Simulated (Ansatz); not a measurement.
Ansatz (a program for electronic structure) job for CH4Cl2SSi, SMILES C[Si](S)(Cl)Cl, PBE0-D3(BJ)/def2-SVP. 

Ansatz 0.2 input:
```yaml
crystal:
  periodic: [false, false, false]
  atoms:
    - {symbol: C, position_ang: [-1.64750343, -1.34111787, 0.15758905]}
    - {symbol: Si, position_ang: [-0.20074873, -0.16897848, 0.02315127]}
    - {symbol: S, position_ang: [1.59967358, -1.07686036, -0.71416606]}
    - {symbol: Cl, position_ang: [-0.62610550, 1.32659466, -1.34882734]}
    - {symbol: Cl, position_ang: [0.11093996, 0.69196971, 1.89323234]}
    - {symbol: H, position_ang: [-1.42274006, -2.14880388, 0.88284417]}
    - {symbol: H, position_ang: [-2.54663108, -0.79517036, 0.50657363]}
    - {symbol: H, position_ang: [-1.85785435, -1.79488684, -0.83085072]}
    - {symbol: H, position_ang: [1.68576543, -1.93456119, 0.34355251]}
basis:
  gaussian:
    orbitals: def2-SVP
hamiltonian:
  xc: pbe0
  dispersion: d3bj
relax: {f_tol: 0.002, max_steps: 200}
```

Program output:

```
WARN ansatz: RAYON_NUM_THREADS=1 ignored (pool sized by the plan → 1); use --threads N
Functional definition: PBE0
integrals: 0.06 GiB planned
1069 factors; integrals over basis functions are off by at most 4.4e-4 eV
mean field: 0.53 GiB planned
mean field evaluation 1: about -44829.6143 eV, gradient 4.0e1 eV
mean field evaluation 2: about -44828.6316 eV, gradient 4.3e1 eV
mean field evaluation 4: about -44833.5848 eV, gradient 9.6e-1 eV
mean field evaluation 8: about -44833.5943 eV, gradient 1.8e-2 eV
mean field -44833.59432400 eV, -1647.6042021052 hartree, gradient 3.3e-5 eV, S^2 0.000000; 0 other end points of the search recorded, 0 dependent functions left out
the calculation of the forces begins
reference -44833.59434825 eV, -1647.6042029965 hartree; 37, 37 occupied and 69, 69 virtual orbitals, 1069 factors
relax step   1: F+E_penalty+E_count = -44833.87511069 eV  Δ(F+E_penalty+E_count) = +0.000e0 eV  max|allowed force component| = 3.582e-1 eV/Å  Δτ_max = 0.0000 Å  (24 SCF iters, accepted)
these checks for a lower state are left out or cut short: starts, cluster_reference, orbital_swaps, neighbouring_geometries, increment
integrals: 0.06 GiB planned
1069 factors; integrals over basis functions are off by at most 4.3e-4 eV
mean field: 0.53 GiB planned
mean field evaluation 16: about -44833.5955 eV, gradient 1.6e0 eV
mean field -44833.60637923 eV, -1647.6046451270 hartree, gradient 8.8e-5 eV, S^2 0.000000; 0 other end points of the search recorded, 0 dependent functions left out
the calculation of the forces begins
reference -44833.60640341 eV, -1647.6046460155 hartree; 37, 37 occupied and 69, 69 virtual orbitals, 1069 factors
relax step   2: F+E_penalty+E_count = -44833.88895005 eV  Δ(F+E_penalty+E_count) = -1.384e-2 eV  max|allowed force component| = 8.385e-2 eV/Å  Δτ_max = 0.0225 Å  (26 SCF iters, accepted)
these checks for a lower state are left out or cut short: starts, cluster_reference, orbital_swaps, neighbouring_geometries, increment
integrals: 0.06 GiB planned
1069 factors; integrals over basis functions are off by at most 4.2e-4 eV
mean field: 0.53 GiB planned
mean field -44833.60648862 eV, -1647.6046491468 hartree, gradient 8.8e-5 eV, S^2 0.000000; 0 other end points of the search recorded, 0 dependent functions left out
the calculation of the forces begins
reference -44833.60651274 eV, -1647.6046500332 hartree; 37, 37 occupied and 69, 69 virtual orbitals, 1069 factors
relax step   3: F+E_penalty+E_count = -44833.88954854 eV  Δ(F+E_penalty+E_count) = -5.985e-4 eV  max|allowed force component| = 3.825e-2 eV/Å  Δτ_max = 0.0193 Å  (26 SCF iters, accepted)
these checks for a lower state are left out or cut short: starts, cluster_reference, orbital_swaps, neighbouring_geometries, increment
integrals: 0.06 GiB planned
1069 factors; integrals over basis functions are off by at most 4.2e-4 eV
mean field: 0.53 GiB planned
mean field -44833.60698602 eV, -1647.6046674258 hartree, gradient 2.3e-5 eV, S^2 0.000000; 0 other end points of the search recorded, 0 dependent functions left out
the calculation of the forces begins
reference -44833.60701017 eV, -1647.6046683134 hartree; 37, 37 occupied and 69, 69 virtual orbitals, 1069 factors
relax step   4: F+E_penalty+E_count = -44833.88989518 eV  Δ(F+E_penalty+E_count) = -3.466e-4 eV  max|allowed force component| = 1.165e-2 eV/Å  Δτ_max = 0.0116 Å  (23 SCF iters, accepted)
these checks for a lower state are left out or cut short: starts, cluster_reference, orbital_swaps, neighbouring_geometries, increment
integrals: 0.06 GiB planned
1069 factors; integrals over basis functions are off by at most 4.2e-4 eV
mean field: 0.53 GiB planned
mean field evaluation 32: about -44833.6002 eV, gradient 7.9e-2 eV
mean field -44833.60701303 eV, -1647.6046684187 hartree, gradient 2.2e-5 eV, S^2 0.000000; 0 other end points of the search recorded, 0 dependent functions left out
the calculation of the forces begins
reference -44833.60703719 eV, -1647.6046693063 hartree; 37, 37 occupied and 69, 69 virtual orbitals, 1069 factors
relax step   5: F+E_penalty+E_count = -44833.88990426 eV  Δ(F+E_penalty+E_count) = -9.084e-6 eV  max|allowed force component| = 4.806e-3 eV/Å  Δτ_max = 0.0006 Å  (19 SCF iters, accepted)
these checks for a lower state are left out or cut short: starts, cluster_reference, orbital_swaps, neighbouring_geometries, increment
integrals: 0.06 GiB planned
1069 factors; integrals over basis functions are off by at most 4.2e-4 eV
mean field: 0.53 GiB planned
mean field -44833.60701562 eV, -1647.6046685136 hartree, gradient 1.6e-5 eV, S^2 0.000000; 0 other end points of the search recorded, 0 dependent functions left out
the calculation of the forces begins
reference -44833.60703977 eV, -1647.6046694012 hartree; 37, 37 occupied and 69, 69 virtual orbitals, 1069 factors
relax step   6: F+E_penalty+E_count = -44833.88990540 eV  Δ(F+E_penalty+E_count) = -1.135e-6 eV  max|allowed force component| = 1.398e-3 eV/Å  Δτ_max = 0.0002 Å  (19 SCF iters, accepted)
integrals: 0.06 GiB planned
1069 factors; integrals over basis functions are off by at most 4.2e-4 eV
mean field: 0.53 GiB planned
mean field -44833.60701562 eV, -1647.6046685136 hartree, gradient 1.6e-5 eV, S^2 0.000000; 1 other end points of the search recorded, 0 dependent functions left out
the calculation of the forces begins
reference -44833.60703977 eV, -1647.6046694012 hartree; 37, 37 occupied and 69, 69 virtual orbitals, 1069 factors
Total energy: -44833.88992955 eV, -1647.6150654090 hartree
Atom 0 at    -1.640977    -1.337511     0.156731 Å, force     0.001345     0.001398    -0.000169 eV/Å
Atom 1 at    -0.204507    -0.173856     0.022569 Å, force    -0.000505    -0.000291    -0.000368 eV/Å
Atom 2 at     1.583516    -1.075004    -0.704685 Å, force    -0.000293     0.000305     0.000230 eV/Å
Atom 3 at    -0.626546     1.314795    -1.334097 Å, force     0.000129    -0.000107     0.000043 eV/Å
Atom 4 at     0.109195     0.681838     1.876154 Å, force     0.000240    -0.000111     0.000068 eV/Å
Atom 5 at    -1.419829    -2.137963     0.879111 Å, force    -0.000513    -0.000062    -0.000206 eV/Å
Atom 6 at    -2.534650    -0.794971     0.500197 Å, force    -0.000107    -0.000715    -0.000106 eV/Å
Atom 7 at    -1.849363    -1.790906    -0.823549 Å, force    -0.000423    -0.000320     0.000436 eV/Å
Atom 8 at     1.677956    -1.928236     0.340669 Å, force     0.000128    -0.000098     0.000072 eV/Å
Dipole moment:    -0.214861    -0.468485     0.134106 e Å
```

The run converged.
